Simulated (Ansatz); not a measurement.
Molecular dynamics of Cl2H3NSi

Input file:

```yaml
crystal:
  periodic: [false, false, false]
  atoms:
    - { symbol: Si, position_ang: [0.00847, -0.019285, 0.058612] }
    - { symbol: "N", position_ang: [0.069899, -0.15922, 1.771307] }
    - { symbol: H, position_ang: [-0.795586, -0.3241, 2.292373] }
    - { symbol: H, position_ang: [0.699172, 0.458479, 2.291368] }
    - { symbol: H, position_ang: [1.39805, -0.007194, -0.483557] }
    - { symbol: Cl, position_ang: [-0.945323, 1.693078, -0.661902] }
    - { symbol: Cl, position_ang: [-1.064282, -1.641758, -0.653001] }
basis:
  gaussian: { orbitals: def2-SVP }
hamiltonian:
  xc: pbe
  dispersion: d4
md:
  timestep: 0.5
  n_steps: 250
  ensemble: nve
  temperature: 200.0
  initial_velocities: maxwell_boltzmann
  seed: 549247
```

Launched with:

```bash
$ ansatz run input.yaml --threads 2 --pin off --max-ram 3072MiB --backend cpu --events-out ev --progress --plain --runs-dir out
```

It starts from a relaxed structure.

Output, in part (one step line in 5, the closing report, with atoms numbered from 0):

```
md step     0: t =     0.00 fs  T =   200.0 K  F+E_penalty+E_count = -34437.76406557 eV  E_kin = 0.129260 eV  conserved = -34437.63480557 eV  (25 SCF iters)
md step     5: t =     2.50 fs  T =   150.0 K  F+E_penalty+E_count = -34437.73137217 eV  E_kin = 0.096942 eV  conserved = -34437.63443015 eV  (28 SCF iters)
md step    10: t =     5.00 fs  T =   111.3 K  F+E_penalty+E_count = -34437.70651428 eV  E_kin = 0.071964 eV  conserved = -34437.63454980 eV  (28 SCF iters)
md step    15: t =     7.50 fs  T =    84.2 K  F+E_penalty+E_count = -34437.68890804 eV  E_kin = 0.054397 eV  conserved = -34437.63451061 eV  (28 SCF iters)
md step    20: t =    10.00 fs  T =    56.1 K  F+E_penalty+E_count = -34437.67080191 eV  E_kin = 0.036277 eV  conserved = -34437.63452518 eV  (28 SCF iters)
md step    25: t =    12.50 fs  T =    53.5 K  F+E_penalty+E_count = -34437.66896387 eV  E_kin = 0.034559 eV  conserved = -34437.63440467 eV  (28 SCF iters)
md step    30: t =    15.00 fs  T =   104.0 K  F+E_penalty+E_count = -34437.70186192 eV  E_kin = 0.067211 eV  conserved = -34437.63465077 eV  (28 SCF iters)
md step    35: t =    17.50 fs  T =   108.2 K  F+E_penalty+E_count = -34437.70443190 eV  E_kin = 0.069912 eV  conserved = -34437.63452016 eV  (28 SCF iters)
md step    40: t =    20.00 fs  T =   110.9 K  F+E_penalty+E_count = -34437.70611554 eV  E_kin = 0.071644 eV  conserved = -34437.63447166 eV  (28 SCF iters)
md step    45: t =    22.50 fs  T =   128.9 K  F+E_penalty+E_count = -34437.71797245 eV  E_kin = 0.083299 eV  conserved = -34437.63467327 eV  (28 SCF iters)
md step    50: t =    25.00 fs  T =    89.2 K  F+E_penalty+E_count = -34437.69208687 eV  E_kin = 0.057634 eV  conserved = -34437.63445298 eV  (28 SCF iters)
md step    55: t =    27.50 fs  T =    73.2 K  F+E_penalty+E_count = -34437.68178714 eV  E_kin = 0.047286 eV  conserved = -34437.63450068 eV  (28 SCF iters)
md step    60: t =    30.00 fs  T =    87.7 K  F+E_penalty+E_count = -34437.69119751 eV  E_kin = 0.056686 eV  conserved = -34437.63451133 eV  (28 SCF iters)
md step    65: t =    32.50 fs  T =    94.0 K  F+E_penalty+E_count = -34437.69532932 eV  E_kin = 0.060744 eV  conserved = -34437.63458581 eV  (28 SCF iters)
md step    70: t =    35.00 fs  T =    96.8 K  F+E_penalty+E_count = -34437.69694996 eV  E_kin = 0.062594 eV  conserved = -34437.63435581 eV  (28 SCF iters)
md step    75: t =    37.50 fs  T =   149.1 K  F+E_penalty+E_count = -34437.73110281 eV  E_kin = 0.096353 eV  conserved = -34437.63474977 eV  (27 SCF iters)
md step    80: t =    40.00 fs  T =   125.7 K  F+E_penalty+E_count = -34437.71571159 eV  E_kin = 0.081254 eV  conserved = -34437.63445738 eV  (28 SCF iters)
md step    85: t =    42.50 fs  T =   108.9 K  F+E_penalty+E_count = -34437.70496447 eV  E_kin = 0.070391 eV  conserved = -34437.63457368 eV  (28 SCF iters)
md step    90: t =    45.00 fs  T =    90.9 K  F+E_penalty+E_count = -34437.69330683 eV  E_kin = 0.058751 eV  conserved = -34437.63455589 eV  (28 SCF iters)
md step    95: t =    47.50 fs  T =    51.9 K  F+E_penalty+E_count = -34437.66801926 eV  E_kin = 0.033521 eV  conserved = -34437.63449792 eV  (28 SCF iters)
md step   100: t =    50.00 fs  T =    43.6 K  F+E_penalty+E_count = -34437.66257409 eV  E_kin = 0.028161 eV  conserved = -34437.63441308 eV  (28 SCF iters)
md step   105: t =    52.50 fs  T =    93.8 K  F+E_penalty+E_count = -34437.69522455 eV  E_kin = 0.060643 eV  conserved = -34437.63458189 eV  (28 SCF iters)
md step   110: t =    55.00 fs  T =   115.2 K  F+E_penalty+E_count = -34437.70909160 eV  E_kin = 0.074458 eV  conserved = -34437.63463339 eV  (28 SCF iters)
md step   115: t =    57.50 fs  T =   105.3 K  F+E_penalty+E_count = -34437.70245907 eV  E_kin = 0.068055 eV  conserved = -34437.63440415 eV  (28 SCF iters)
md step   120: t =    60.00 fs  T =   124.6 K  F+E_penalty+E_count = -34437.71525866 eV  E_kin = 0.080514 eV  conserved = -34437.63474440 eV  (28 SCF iters)
md step   125: t =    62.50 fs  T =    75.2 K  F+E_penalty+E_count = -34437.68297888 eV  E_kin = 0.048597 eV  conserved = -34437.63438147 eV  (28 SCF iters)
md step   130: t =    65.00 fs  T =    65.1 K  F+E_penalty+E_count = -34437.67660872 eV  E_kin = 0.042074 eV  conserved = -34437.63453521 eV  (28 SCF iters)
md step   135: t =    67.50 fs  T =    81.7 K  F+E_penalty+E_count = -34437.68726044 eV  E_kin = 0.052790 eV  conserved = -34437.63447050 eV  (27 SCF iters)
md step   140: t =    70.00 fs  T =   101.9 K  F+E_penalty+E_count = -34437.70049172 eV  E_kin = 0.065873 eV  conserved = -34437.63461876 eV  (28 SCF iters)
md step   145: t =    72.50 fs  T =   109.2 K  F+E_penalty+E_count = -34437.70496662 eV  E_kin = 0.070590 eV  conserved = -34437.63437676 eV  (28 SCF iters)
md step   150: t =    75.00 fs  T =   161.8 K  F+E_penalty+E_count = -34437.73931180 eV  E_kin = 0.104603 eV  conserved = -34437.63470894 eV  (28 SCF iters)
md step   155: t =    77.50 fs  T =   145.8 K  F+E_penalty+E_count = -34437.72878678 eV  E_kin = 0.094238 eV  conserved = -34437.63454892 eV  (26 SCF iters)
md step   160: t =    80.00 fs  T =   109.2 K  F+E_penalty+E_count = -34437.70504256 eV  E_kin = 0.070572 eV  conserved = -34437.63447090 eV  (28 SCF iters)
md step   165: t =    82.50 fs  T =    92.9 K  F+E_penalty+E_count = -34437.69467870 eV  E_kin = 0.060064 eV  conserved = -34437.63461495 eV  (28 SCF iters)
md step   170: t =    85.00 fs  T =    50.6 K  F+E_penalty+E_count = -34437.66712266 eV  E_kin = 0.032687 eV  conserved = -34437.63443539 eV  (28 SCF iters)
md step   175: t =    87.50 fs  T =    51.9 K  F+E_penalty+E_count = -34437.66805025 eV  E_kin = 0.033568 eV  conserved = -34437.63448180 eV  (28 SCF iters)
md step   180: t =    90.00 fs  T =    99.2 K  F+E_penalty+E_count = -34437.69866976 eV  E_kin = 0.064125 eV  conserved = -34437.63454428 eV  (28 SCF iters)
md step   185: t =    92.50 fs  T =   126.6 K  F+E_penalty+E_count = -34437.71647566 eV  E_kin = 0.081827 eV  conserved = -34437.63464903 eV  (28 SCF iters)
md step   190: t =    95.00 fs  T =   119.6 K  F+E_penalty+E_count = -34437.71165037 eV  E_kin = 0.077273 eV  conserved = -34437.63437730 eV  (28 SCF iters)
md step   195: t =    97.50 fs  T =   149.5 K  F+E_penalty+E_count = -34437.73133064 eV  E_kin = 0.096596 eV  conserved = -34437.63473440 eV  (28 SCF iters)
md step   200: t =   100.00 fs  T =   106.6 K  F+E_penalty+E_count = -34437.70333674 eV  E_kin = 0.068864 eV  conserved = -34437.63447312 eV  (28 SCF iters)
md step   205: t =   102.50 fs  T =    68.2 K  F+E_penalty+E_count = -34437.67854878 eV  E_kin = 0.044047 eV  conserved = -34437.63450148 eV  (29 SCF iters)
md step   210: t =   105.00 fs  T =    61.6 K  F+E_penalty+E_count = -34437.67433786 eV  E_kin = 0.039834 eV  conserved = -34437.63450435 eV  (28 SCF iters)
md step   215: t =   107.50 fs  T =    59.1 K  F+E_penalty+E_count = -34437.67274157 eV  E_kin = 0.038198 eV  conserved = -34437.63454338 eV  (29 SCF iters)
md step   220: t =   110.00 fs  T =    66.8 K  F+E_penalty+E_count = -34437.67755061 eV  E_kin = 0.043164 eV  conserved = -34437.63438676 eV  (28 SCF iters)
md step   225: t =   112.50 fs  T =   128.3 K  F+E_penalty+E_count = -34437.71758607 eV  E_kin = 0.082946 eV  conserved = -34437.63463994 eV  (28 SCF iters)
md step   230: t =   115.00 fs  T =   143.1 K  F+E_penalty+E_count = -34437.72712100 eV  E_kin = 0.092514 eV  conserved = -34437.63460733 eV  (28 SCF iters)
md step   235: t =   117.50 fs  T =   122.4 K  F+E_penalty+E_count = -34437.71354347 eV  E_kin = 0.079100 eV  conserved = -34437.63444308 eV  (28 SCF iters)
md step   240: t =   120.00 fs  T =   125.7 K  F+E_penalty+E_count = -34437.71590477 eV  E_kin = 0.081216 eV  conserved = -34437.63468866 eV  (28 SCF iters)
md step   245: t =   122.50 fs  T =    76.9 K  F+E_penalty+E_count = -34437.68415867 eV  E_kin = 0.049729 eV  conserved = -34437.63442957 eV  (28 SCF iters)
md step   250: t =   125.00 fs  T =    56.7 K  F+E_penalty+E_count = -34437.67111984 eV  E_kin = 0.036623 eV  conserved = -34437.63449693 eV  (26 SCF iters)
Total energy: -34437.67114922 eV, -1265.5610720419 hartree
Atom 0 at     0.020485    -0.010080     0.093865 Å, force     0.389446     0.105252    -2.421716 eV/Å
Atom 1 at     0.081750    -0.178608     1.747253 Å, force    -0.418773    -0.352639     1.417690 eV/Å
Atom 2 at    -0.783035    -0.484256     2.205154 Å, force     0.115402     0.028059     0.141424 eV/Å
Atom 3 at     0.685320     0.347271     2.373501 Å, force     0.154408     0.161219     0.058397 eV/Å
Atom 4 at     1.431087    -0.016614    -0.518089 Å, force    -0.643077     0.068763     0.329822 eV/Å
Atom 5 at    -0.953669     1.702980    -0.681973 Å, force     0.213845    -0.326921     0.263570 eV/Å
Atom 6 at    -1.071040    -1.643308    -0.650228 Å, force     0.188749     0.316267     0.210813 eV/Å
Dipole moment:     0.200404     0.051703     0.589395 e Å
```

All steps were run. The conserved energy stayed within 0.075 meV per atom of its start (net change 0.044 meV per atom), so the integration is sound. The temperature averaged 0.50 of the 200 K drawn at the start: a run that starts near a minimum puts about half its kinetic energy into the potential. A run of 0.12 ps of so small a system gives no equilibrium averages.

The same pairs are bonded in the first frame and the last. Pairs count as bonded within 1.25 times the sum of covalent radii (0.12 Å more for H–H).

Last frame:

```xyz
7
Properties=species:S:1:pos:R:3
Si 0.021 -0.010 0.094
N 0.082 -0.179 1.747
H -0.783 -0.484 2.205
H 0.685 0.347 2.373
H 1.431 -0.017 -0.518
Cl -0.954 1.703 -0.682
Cl -1.071 -1.643 -0.650
```

Run time: 7.9 min on 2 threads of Intel(R) Xeon(R) Platinum 8259CL CPU @ 2.50GHz (Skylake/Cascade Lake), on a shared host, peak memory 0.15 GiB.
